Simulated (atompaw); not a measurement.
**Which change was made? (Pb, PAW (atompaw))**

Pb, PAW, made with atompaw 4.2.0.5 (PBEsol, scalar-relativistic). Core [Xe] 4f14 5d10, reference 6s1.5 6p2.5. Waves: 6s (bound): rc 1.95 bohr; 6s channel at 0.5 Ry: rc 1.95 bohr; 6p (bound): rc 2.85 bohr; 6p channel at 1.65 Ry: rc 2.85 bohr; 6d channel at 0.45 Ry: rc 2.85 bohr; 6d channel at 1.8 Ry: rc 2.85 bohr. Local part: troulliermartins scheme with l = 3 at 1 Ry, radius 2.20 bohr. Core correction: smooth core density matched at 2.30 bohr. Augmentation charge: sinc compensation charge, radius 2.55 bohr; PAW radius 2.85 bohr; waves and projectors: custom rrkj gramschmidtortho.

Cutoffs, loose and tight: the cutoffs (Ry, on a coarse ladder) from which the occupation-weighted sum of valence levels, in a spherical-Bessel basis at the reference potential, stays within 10 and 1 mRy of its value at 400 Ry. They see the waves, projectors and local potential, not the compensation charge or the core.

The base gives: outcome: generated; cutoff, loose: 8 Ry; cutoff, tight: 12 Ry; bound ghosts: s, d.

(1) After one change the result is: outcome: failed: atompaw: The overlap operator has at least one negative eigenvalue!. Which change was it?
A. wave 6s (bound): rc 1.95 bohr becomes 6s (bound): rc 2.30 bohr
B. wave 6s channel at 0.5 Ry: rc 1.95 bohr becomes 6s channel at 0.5 Ry: rc 2.46 bohr
C. local potential bessel scheme, radius 2.20 bohr
D. removed wave 6d channel at 1.8 Ry: rc 2.85 bohr
E. local potential troulliermartins scheme with l = 3 at 1 Ry, radius 1.18 bohr

Results:

(1) E. The others give: removed wave 6d channel at 1.8 Ry: rc 2.85 bohr → outcome: generated; cutoff, loose: 8 Ry; cutoff, tight: 12 Ry; bound ghosts: s | wave 6s (bound): rc 1.95 bohr becomes 6s (bound): rc 2.30 bohr → outcome: generated; cutoff, loose: 6 Ry; cutoff, tight: 8 Ry; bound ghosts: s, d | local potential bessel scheme, radius 2.20 bohr → outcome: generated; cutoff, loose: 8 Ry; cutoff, tight: 18 Ry; bound ghosts: none | wave 6s channel at 0.5 Ry: rc 1.95 bohr becomes 6s channel at 0.5 Ry: rc 2.46 bohr → outcome: generated; cutoff, loose: 10 Ry; cutoff, tight: 18 Ry; bound ghosts: s, d.
